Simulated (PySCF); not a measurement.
## Telling isomers of C$_{6}$H$_{16}$NPSi apart by NMR

- σ from GIAO-PBE0/pcSseg-1
- GFN2-xTB geometry
- program: PySCF 2.14
- relativity neglected, averaged over atoms made equivalent by symmetry, fast rotation or ring inversion, isolated molecule, a single conformation

Chemical shifts δ = σref − σ; ¹H (σref 31.72), ¹³C (σref 186.93) vs TMS, all at this level. Splittings of carbon signals by F and P are missing where no couplings were computed. Where no couplings were computed, multiplicities follow the n + 1 count of equivalent neighbours, and m marks all less simple cases (inequivalent or close neighbours, rings, F or P nearby). Shifts are as computed. Against solution values, carbons near 30 ppm lie about +3 ppm off and those near 130 ppm about +5 ppm. Of 1211 compounds with measured shifts, 218 miss one by over three times the rms of a fit or turn the order of signals round; such compounds aren't used in these exercises. OH and NH positions are gas-phase values without hydrogen bonding to other molecules.

(1) Tabulate the signals of `CCP1(=N)CC[SiH2]CC1`, `CP1(=N[SiH3])CCCCC1` and their relative energies.

(2) What is the quickest way to tell CCP1(=N)CC[SiH2]CC1 from CP1(=N[SiH3])CCCCC1?

## Answers

(1) 
```json
{"SMILES": "CCP1(=N)CC[SiH2]CC1", "carbon types": "5×CH2 1×CH3", "δC": "32.1, 29.5, 7.3, 4.4", "δH": "4.12 (m, 1H), 3.99 (m, 1H), 2.06 (m, 2H), 1.94 (m, 2H), 1.34 (m, 2H), 1.26 (m, 2H), 1.24 (m, 3H), 0.90 (m, 2H), -1.03 (br s, 1H)", "E rel. (kcal/mol)": "16.6"}
{"SMILES": "CP1(=N[SiH3])CCCCC1", "carbon types": "5×CH2 1×CH3", "δC": "36.8, 31.0, 27.7, 14.5", "δH": "4.90 (m, 3H), 2.05 (m, 2H), 2.04 (m, 2H), 1.76 (m, 1H), 1.75 (m, 2H), 1.41 (m, 3H), 1.16 (m, 2H), 1.11 (m, 1H)", "E rel. (kcal/mol)": "0.0"}
```

Energies are electronic energies at PBE0/pcSseg-1 on these geometries, without zero-point or thermal terms, each for the one conformer computed, which needn't be the lowest.

(2) Both give the same number of carbon signals, with the same numbers of each carbon type, so the positions decide. The first has an sp3 CH2 bonded to Si at 4.4 ppm, the second a methyl carbon bonded to P (CH3) at 14.5 ppm. Their most deshielded carbons lie at 32.1 and 36.8 ppm. In the proton spectra the most deshielded non-exchanging signals are 4.12 (m, 1H) and 4.90 (m, 3H).
